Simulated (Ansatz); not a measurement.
`O[SiH](Cl)Br` → HBr + `O[Si]Cl` at 298.15 K and 1 bar (silylene formation by 1,1-elimination).

Computed with Ansatz on PBE0-D4/def2-TZVP structures; ΔE is electronic, products minus reactants. CCSD(T)/CBS adds triple-zeta CCSD(T) − MP2 to the extrapolated MP2 energy (def2 sets, frozen cores). This one scheme is used for every species. For Br outer-core shells are correlated without core-valence functions, which leaves a few kJ/mol of doubt a bond. Scalar relativity is left out up to krypton. Each species was taken in one conformer, which may not be the lowest.

```csv
species,CCSD(T)/CBS energy (Eh),H − E (kJ/mol),S (J/(mol·K))
`O[SiH](Cl)Br`,-3398.70645,86.2,332.7
HBr,-2573.91920,24.6,198.6
`O[Si]Cl`,-824.69782,53.3,279.3
```

H − E and S are ideal-gas, rigid-rotor, harmonic terms from PBE0-D4/def2-TZVP, for one conformer and one mirror image of each species. 1 Eh = 2625.50 kJ/mol, R = 8.31446 J/(mol·K).

Q: By hand: ΔE, ΔH, ΔS and ΔG.

A: ΔE = (-2573.91920) + (-824.69782) − (-3398.70645) = 0.08943 Eh = 234.8 kJ/mol. Δ(H − E) = 24.6 + 53.3 − 86.2 = -8.3, so ΔH = 226.5 kJ/mol. ΔS = 198.6 + 279.3 − 332.7 = 145.2 J/(mol·K). ΔG = 226.5 − 298.15 × (145.2)/1000 = 183.2 kJ/mol.

Q: By hand: the equilibrium constant, and the temperature at which ΔG would vanish if ΔH and ΔS stayed fixed.

A: log₁₀ K = −ΔG/(RT ln 10) = -32.1. ΔG = 0 at ΔH/ΔS = 1560 K.

The number of gas molecules changes by +1, which sets the sign of ΔS. A doubt of 5 kJ/mol in ΔE shifts log₁₀ K by 0.9 here. Other conformers and mirror images would add mixing entropy, several J/(mol·K) or more a flexible species. These are equilibria of isolated gas molecules and say nothing of rates. Largest T1 diagnostic: 0.014 (customary marks: 0.02 for closed shells, 0.045 for open ones).
